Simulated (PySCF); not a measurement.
DyH from Hartree–Fock to correlated methods

State: sextet, about 9.7 electrons in the 4f shell (Mulliken), real f orbitals that mix terms. Set-up: Dy x2c-SVPall, H x2c-SVPall; spin-free X2C with a Gaussian nucleus (PySCF 2.14). De refers to Dy (4f10 6s2) + H in their high-spin ground configurations, without counterpoise correction. The functionals are run spin-unrestricted. A positive dipole means Dy(−)H(+). Levels whose curve was spin-contaminated or gave no clean fit are not listed.

| Level | Re (Å) | ωe (cm⁻¹) | De (eV) | μ (D) |
| --- | --- | --- | --- | --- |
| ROHF | 2.084 | 1326 | n/a | -3.49 |
| ROHF-MP2 | 2.011 | 1460 | n/a | n/a |
| ROHF-SCS-MP2 | 2.028 | 1439 | n/a | n/a |
| r²SCAN | 2.009 | 1320 | 2.24 | -2.70 |
| PBE0 | 2.012 | 1283 | 1.86 | -2.76 |
| r²SCAN0 | 2.010 | 1238 | 2.01 | -2.87 |
| HSE06 | 2.010 | 1287 | 1.87 | -2.75 |

Q: What does a quarter of exact exchange do here, going from r²SCAN to r²SCAN0?

A: r²SCAN0 less r²SCAN: +0.1 pm in Re, -6.2 % in ωe, -0.23 eV in De. Exact exchange removes part of the self-interaction that spreads semilocal densities, and in most molecules shortens and stiffens the bond and lowers De; here ωe goes the other way.

Q: What does second-order correlation do here, going from ROHF to ROHF-MP2?

A: ROHF-MP2 less ROHF: -7.3 pm in Re, +10.1 % in ωe. Correlation nearly always deepens the well. The bond shortens, as in weak, metallic or heavy-atom bonds, where dispersion and the correlation of outer-core electrons pull the atoms together.

Correlated steps freeze 18 core orbitals. These are scalar-relativistic numbers at best; spin–orbit coupling would shift them, the dissociation energy most. The state is the lowest single determinant that the PBE0 search found; with open d or f shells the true ground state can be another one.

The whole job (state search and all levels along the bond) took about 16 min on 2 threads of Arm Neoverse V1 (shared host), peak memory 2.6 GiB.
